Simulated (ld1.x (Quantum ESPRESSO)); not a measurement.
## Before and after: TM semilocal potential for N

```
Element                 : N
Generator               : ld1.x (Quantum ESPRESSO) 7.5
Type                    : norm-conserving Troullier–Martins (semilocal form)
Functional              : LDA (PZ)
Relativity              : scalar-relativistic
Frozen core             : [He]
Valence charge          : 5
Reference configuration : 2s2 2p3
Partial waves           : 2s (bound): rc 0.70 bohr; 2p (bound): rc 1.25 bohr; 3d channel at -0.05 Ry: rc 1.15 bohr
Local potential         : the d channel
Core correction         : none
```

Change: core correction a·sin(br)/r model core inside 0.32 bohr.

Cutoffs: the cutoffs (Ry, on a coarse ladder) from which the occupation-weighted sum of valence levels, in a spherical-Bessel basis at the reference potential, stays within 10 and 1 mRy of its value at 400 Ry; they do not see the model core or the augmentation charge, which bear on the density cutoff. Errors are all-electron minus pseudo energies relative to the spin-unpolarised reference configuration.

Task: How do hardness, ghosts and transferability respond?

Result: The potential gets neither clearly harder nor softer (140 Ry and 300 Ry → 140 Ry and 300 Ry); of the 9 tests that both files solve, the error grows in 1 and shrinks in 6 by more than 15 % and 0.3 meV (median size 56.9 → 34.5 meV); neither file shows a bound ghost. A semilocal file is local in each channel, so a ghost entry of none says nothing of the separable form that plane-wave codes build from it. A model core, the more so a compact one, raises the density cutoff, which this test does not measure.

| quantity | base | changed |
| --- | --- | --- |
| cutoff, loose | 140 Ry | 140 Ry |
| cutoff, tight | 300 Ry | 300 Ry |
| bound ghosts | none | none |
| error for 2s2 2p2, meV [ΔE 13.73 eV] | +5.4 | +2.1 |
| error for 2s2 2p1, meV [ΔE 42.70 eV] | +81 | +46 |
| error for 2s2 2p0, meV [ΔE 89.87 eV] | +443 | +261 |
| error for 2s0 2p5, meV [ΔE 22.45 eV] | +57 | +41 |
| error for 2s1 2p3, meV [ΔE 25.18 eV] | +0.2 | -1.2 |
| error for 2s2 2p2.5, meV [ΔE 5.17 eV] | +0.3 | -0.1 |
| error for 2s2 2p3.3, meV [ΔE -1.67 eV] | +0.1 | 0.0 |
| error for 2s2 2p3 (spin-polarised), meV [ΔE -2.89 eV] | +291 | +53 |
| error for 2s2 2p2 (spin-polarised), meV [ΔE 12.04 eV] | +204 | +35 |
| s: phases at 1.35 bohr within 0.05 rad from the reference energy up to (Ry; the scan ends near 5) | to the end of the scan | to the end of the scan |
| p: phases at 1.35 bohr within 0.05 rad from the reference energy up to (Ry; the scan ends near 5) | to the end of the scan | to the end of the scan |
| d: phases at 1.35 bohr within 0.05 rad from the reference energy up to (Ry; the scan ends near 5) | to the end of the scan | to the end of the scan |
